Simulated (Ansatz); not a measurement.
Geometry optimisation, RHF/def2-SVP (Ansatz).

input.yaml

```yaml
crystal:
  periodic: [false, false, false]
  atoms:
    - { symbol: C, position_ang: [-1.6446, 0.7726, 0.2028] }
    - { symbol: Ge, position_ang: [0.1831, 0.575, -0.2424] }
    - { symbol: "N", position_ang: [1.196, 1.0593, 1.2139] }
    - { symbol: F, position_ang: [0.6811, 1.5989, -1.6182] }
    - { symbol: Si, position_ang: [0.5726, -1.6481, -0.7853] }
    - { symbol: H, position_ang: [-1.8813, 1.8967, 0.4434] }
    - { symbol: H, position_ang: [-2.2856, 0.5318, -0.6792] }
    - { symbol: H, position_ang: [-1.9177, 0.1946, 1.0513] }
    - { symbol: H, position_ang: [1.80561, 1.89566, 0.96453] }
    - { symbol: H, position_ang: [0.55549, 1.44007, 1.97468] }
    - { symbol: H, position_ang: [-0.2651, -2.0173, -1.9033] }
    - { symbol: H, position_ang: [0.2348, -2.4734, 0.4022] }
    - { symbol: H, position_ang: [1.9435, -1.7996, -1.1089] }
basis:
  gaussian: { orbitals: def2-SVP }
hamiltonian:
  xc: hf
relax:
  f_tol: 0.015
  max_steps: 40
```

Launched with:

```bash
$ ansatz run input.yaml --threads 2 --pin off --max-ram 3072MiB --backend cpu --events-out ev --progress --plain --runs-dir out
```

**Question.** Where does it end, and by what steps?

**Answer.** The run converged. The force dipped under the threshold on the way, but the program's further checks kept it going. After 13 steps the energy has fallen by 0.734 eV; H9 moved furthest, 0.93 Å.

```tsv
step	energy less start (eV)	largest force component (eV/Å)	accepted
0	0.0000	3.644	yes
1	-0.5332	1.047	yes
2	-0.6074	0.435	yes
3	-0.6353	0.737	yes
4	-0.6823	0.520	yes
5	-0.7190	0.209	yes
6	-0.7272	0.158	yes
7	-0.7257	0.254	no
8	-0.7320	0.063	yes
9	-0.7312	0.147	no
10	-0.7340	0.020	yes
11	-0.7285	0.391	no
12	-0.7343	0.009	yes
13	-0.7343	0.011	yes
```

```xyz
13
Properties=species:S:1:pos:R:3
C -1.831 0.879 0.244
Ge 0.046 0.566 -0.160
N 1.063 1.149 1.222
F 0.370 1.556 -1.568
Si 0.700 -1.660 -0.798
H -1.990 1.934 0.478
H -2.454 0.623 -0.613
H -2.147 0.281 1.100
H 2.056 1.024 1.174
H 0.853 2.047 1.619
H 0.007 -2.052 -2.047
H 0.339 -2.618 0.276
H 2.166 -1.704 -1.012
```

Time of the run: 29 s on 2 threads of Intel(R) Xeon(R) Platinum 8488C (Sapphire Rapids), on a shared host, peak memory 0.36 GiB.
